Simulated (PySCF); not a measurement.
**SeH₅: from structure and modes to constants**

Method: PySCF, UHF, basis Se def2-TZVP, H def2-TZVP (no relativity, density fitting).

The doublet minimum has C4v symmetry. Masses (u): Se 79.91652, H 1.00782.

```xyz
6
charge 0 multiplicity 2, angstrom
Se    0.0000    0.0000   -0.0183
H     0.0000    0.0000    1.4413
H     1.5924    0.0000    0.0027
H     0.0000    1.5924    0.0027
H    -1.5924    0.0000    0.0027
H     0.0000   -1.5924    0.0027
```

Harmonic wavenumbers (cm⁻¹): 839.1 (b1, ×1), 969.5 (e, ×2), 1001.8 (a1, ×1), 1160.6 (b2, ×1), 1161.3 (e, ×2), 1512.6 (e, ×2), 1818.3 (a1, ×1), 1842.4 (b1, ×1), 2499.5 (a1, ×1).

**Question.** Find the vibrational entropy and heat capacity at 298.15 K.

**Answer.** With u = 1.43878 ω/T, each mode gives S = R[u/(eᵘ−1) − ln(1−e⁻ᵘ)] and C = R u² eᵘ/(eᵘ−1)².
```csv
ω (cm⁻¹),u,S (J/(mol K)),C (J/(mol K))
839.1,4.049,0.74,2.46
969.5 (×2),4.678,0.44,1.72
1001.8,4.834,0.39,1.57
1160.6,5.601,0.20,0.97
1161.3 (×2),5.604,0.20,0.97
1512.6 (×2),7.299,0.05,0.30
1818.3,8.775,0.01,0.10
1842.4,8.891,0.01,0.09
2499.5,12.062,0.00,0.01
```
The sums over all modes are S = 2.7 and C = 11.2 J/(mol K); the softest mode gives 27 % of the entropy (each member, where degenerate).

**Question.** Give the standard entropy (298.15 K, 1 bar) by its translational, rotational, vibrational and spin parts, and Cp.

**Answer.** Sackur–Tetrode with M = 84.96 u gives 164.3; rotation with symmetry number 4 gives 63.1; vibration 2.7; spin R ln 2 = 5.8. The total is 235.9 J/(mol K), and Cp = 4 R + 11.2 = 44.4 J/(mol K).

This need not be the most stable arrangement of these atoms.
